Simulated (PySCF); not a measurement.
H2Se, SMILES [SeH2] (connectivity only; charge and spin as stated), charge +1, multiplicity 2. Atoms are numbered in the order given.

```xyz
3

Se     0.0000     0.0000     0.0585
H      0.0000    -1.0681    -0.9944
H      0.0000     1.0681    -0.9944
```
Charge +1, spin multiplicity 2.

Geometry: PBE-D3(BJ)/def2-TZVPD. The spin state was assumed, not searched.

The numbers are results of B3LYP/def2-TZVPD in PySCF, not measurements.

Isolated molecule, no solvent.

| Quantity | Value |
|---|---|
| total energy | -2402.42755 hartree |
| point group | C2v |
| α spin, highest occupied and lowest empty level | -16.47 and -7.75 eV |
| β spin, highest occupied and lowest empty level | -17.83 and -12.85 eV |
| dipole moment about the centre of nuclear charge | 1.34 D |
| mean static polarisability | 20.5 bohr³ (3.03 Å³) |
| polarisability, principal values | 17.0, 21.8, 22.6 bohr³ |
| ⟨S²⟩ | 0.753 (pure state 0.75) |
